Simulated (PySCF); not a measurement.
GeH₄, SMILES [GeH4].

Coordinates come from a ωB97X-D3(BJ)/def2-TZVPD optimisation. The isomer is the one that the SMILES or the coordinates give; other isomers of the formula were not compared.

These are PySCF with r2SCAN/def2-TZVPD values and carry that method's errors.

Computed frontier levels, gap, dipole moment and polarisability:
```json
{
 "highest_occupied_level": "-8.70 eV",
 "lowest_empty_level": "0.36 eV",
 "orbital_gap": "9.06 eV",
 "dipole_moment": "0.00 D",
 "quadrupole, principal values (traceless, Buckingham form, about the centre of nuclear charge)": "0.00, 0.00, 0.00 D·Å",
 "mean_static_polarisability": "35.3 bohr³ (5.23 Å³)",
 "polarisability_principal_values": "35.3, 35.3, 35.3 bohr³"
}
```
